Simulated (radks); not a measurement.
Coulomb parameter of the 4f shell of neutral thulium in the model configuration [Xe] 4f12 6s2 6p1, as a second difference U = [E(n + 0.5) + E(n - 0.5) - 2 E(n)] / (0.5)^2 with all orbitals relaxed. "Bare": the charge of the atom changes with n. "Screened": the 6p shell takes up the change at fixed total charge, which measures U(4f,4f) + U(6p,6p) - 2 U(4f,6p). All-electron calculation, scalar-relativistic Kohn-Sham, LDA (Slater exchange, Perdew-Wang correlation), spin-unpolarised, spherical densities, finite nucleus; Fermi nuclear charge, rms radius 5.2256 fm. Program: a radial shooting solver on a logarithmic mesh with Libxc functionals.

| case | configuration | E - E(n) (eV) |
|---|---|---|
| start | [Xe] 4f12 6s2 6p1 | 0.000 |
| bare +0.5 | [Xe] 4f12.5 6s2 6p1 | -4.688 |
| bare -0.5 | [Xe] 4f11.5 6s2 6p1 | 8.535 |
| screened +0.5 | [Xe] 4f12.5 6s2 6p0.5 | -4.241 |
| screened -0.5 | [Xe] 4f11.5 6s2 6p1.5 | 6.621 |

U(bare) = 15.386 eV, U(screened by 6p) = 9.521 eV, against the Slater integral F0(4f,4f) = 33.818 eV with frozen orbitals. The step up makes a negative ion, whose loosely bound charge lowers the bare value.
